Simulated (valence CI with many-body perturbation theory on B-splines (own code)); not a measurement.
**Nd29+ in brief**

Computed by configuration interaction combined with many-body perturbation theory (CI+MBPT): three valence electrons over a frozen Dirac-Fock core [Ar] 3d10, radial functions for each j: 11 s, 11 p, 10 d, 8 f, 5 g, 2 h, with the one-electron correlation potential Σ1, the two-electron term Σ2, the three-electron term Σ3, Breit, model QED; selected CI, second order for the rest, scaled by the run's own slope (own B-spline code, finite nucleus).

The last digits are not significant, and no measured levels were compared; by estimate large intervals hold to a few tenths of a per cent, small ones and those within an open d or f shell to about a per cent.

Levels are named by their leading jj configuration (3d3/2^4 stands for four electrons in 3d with j = 3/2), which in mixed levels can hold well under half, so a name can repeat and another be missing.

Rates and lifetimes use the calculated energies. Strong lines usually hold to 10 to 20 %, long lifetimes can be off by a factor of two.

Task: What is the ground level?

Result: (4s^2 4p1/2) J=1/2, composition 99 % 4s2.4p 2P°, g = 0.662.

Task: How well does LS coupling describe the low levels?

Result: Among the lowest 20 levels the leading LS term, summed over configurations, holds 73 % on average. For single configurations the figures are 70 % in LS and 84 % in jj coupling. Terms mix most in the J = 3/2 level at 190.45 eV, where the leading one holds 39 %.

Task: Where does the other parity begin?

Result: At (4s 4p1/2^2) J=1/2, 62.90 eV.

Task: Among levels below 459.43 eV, which E1 lines absorb most strongly from the ground level?

Result: to (4s^2 4d3/2) J=3/2 at 8.523 nm, f = 0.578; to (4s 4p1/2 4p3/2) J=1/2 at 11.95 nm, f = 0.398; to (4s 4p1/2 4p3/2) J=3/2 at 12.34 nm, f = 0.342.

Task: What is the ionisation energy?

Result: 1093.4 eV; NIST lists 1092 ± 4 eV (theoretical).
